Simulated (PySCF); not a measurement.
# Hf(BH4)4 at several levels of theory

Computed with PySCF 2.14.0 (density fitting, no spin-orbit coupling) at the geometry relaxed with TPSS:

```xyz
21
Hf(BH4)4 (singlet)
Hf    0.0000    0.0000   -0.0529
B     1.3985    1.2763    1.2854
H     2.1242    1.9362    1.9768
H     1.3521    0.0605    1.6055
H     1.7170    1.2703    0.0685
H     0.1980    1.6514    1.2951
B    -1.3985   -1.2763    1.2854
H    -2.1242   -1.9362    1.9768
H    -1.3521   -0.0605    1.6056
H    -1.7170   -1.2703    0.0685
H    -0.1980   -1.6514    1.2951
B     1.2774   -1.3989   -1.3895
H     1.9364   -2.1235   -2.0829
H     1.6006   -1.4179   -0.1738
H     0.0476   -1.6653   -1.3943
H     1.3375   -0.1844   -1.7128
B    -1.2774    1.3989   -1.3895
H    -1.9364    2.1235   -2.0829
H    -1.6006    1.4179   -0.1738
H    -0.0476    1.6653   -1.3943
H    -1.3375    0.1844   -1.7128
```

| level | basis | state | HOMO (eV) | gap (eV) | charge on Hf1 (e) | dipole about the centre of mass (D) | largest force component (eV/Å) |
| --- | --- | --- | --- | --- | --- | --- | --- |
| TPSS | Hf def2-SVP with ECP60, B def2-SVP, H def2-SVP | singlet | -8.64 | 6.72 | 0.34 | 0.01 | 0.01 |
| revPBE | the same | singlet | -8.34 | 6.41 | 0.21 | 0.01 | 0.14 |
| M06-L | the same | singlet | -8.74 | 7.00 | 0.81 | 0.01 | 0.16 |
| BP86 | the same | singlet | -8.46 | 6.36 | 0.23 | 0.01 | 0.12 |
| TPSS | Hf def2-TZVP with ECP60, B def2-TZVP, H def2-TZVP | singlet | -8.63 | 6.72 | -0.16 | 0.01 | 0.20 |

Charges are Mulliken's, which hang on the basis. The relaxation used the grid (50, 194), these runs (75, 302) or, all-electron (x2c bases, spin-free X2C Hamiltonian), (99, 590).

Question: What does PBE0 with Hf def2-SVP with ECP60, B def2-SVP, H def2-SVP give here?

Answer: state singlet, HOMO (eV) -9.66, gap (eV) 8.47, charge on Hf1 (e) 0.38, dipole about the centre of mass (D) 0.01, largest force component (eV/Å) 0.18. Time: 12 s on 4 threads of Arm Neoverse V1, with other jobs on the host, from an already converged density.

In the first row's basis the gap widens with exact exchange: 6.4 to 7.0 eV for BP86, revPBE, TPSS, M06-L (none); 8.5 eV for PBE0 (a fixed share).

No frequency check is given that shows the relaxed geometry to be a minimum.
